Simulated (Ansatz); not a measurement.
Stepwise reaction of `[CH3][GaH][CH3]` with hydrogen fluoride, as a gas-phase model of exchange steps in deposition or etching. ΔE in kJ/mol.

Isolated molecules relaxed with PBE0-D4/def2-TZVP in Ansatz; ΔE leaves out vibrations. CCSD(T)/CBS adds triple-zeta CCSD(T) − MP2 to the extrapolated MP2 energy (def2 sets, frozen cores). This one scheme is used for every species. DFT in def2-TZVPP. B3LYP here is the variant with VWN-RPA as its local correlation; programs differ in this. For Ga outer-core shells are correlated without core-valence functions, which leaves a few kJ/mol of doubt a bond. Scalar relativity is left out up to krypton.

```json
{"step": "1", "reaction": "`[CH3][GaH][CH3]` + H–F → `[CH3][GaH][F]` + CH₄", "PBE-D4": "-123.6", "B3LYP-D4": "-131.9", "ωB97M-V": "-126.8", "CCSD(T)/CBS": "-117.3"}
```

(1) Give the row of step 2, `[CH3][GaH][F]` + H–F → `[F][GaH][F]` + CH₄. (Best estimate.)

(2) By hand: ΔE of the 2 steps together at CCSD(T)/CBS.

Answers

(1) Computed: 
| step | reaction | PBE-D4 | B3LYP-D4 | ωB97M-V | CCSD(T)/CBS |
| --- | --- | --- | --- | --- | --- |
| 2 | `[CH3][GaH][F]` + H–F → `[F][GaH][F]` + CH₄ | -93.9 | -101.9 | -98.5 | -89.9 |

(2) (-117.3) + (-89.9) = -207.2 kJ/mol, or -103.6 kJ/mol a step.

In ΔE each step is higher than the one before. All are downhill at CCSD(T)/CBS. PBE-D4 differs from CCSD(T)/CBS by -6.3 to -4.0 kJ/mol a step. Isolated molecules leave out the surface, adducts and barriers. Largest T1 diagnostic: 0.015.
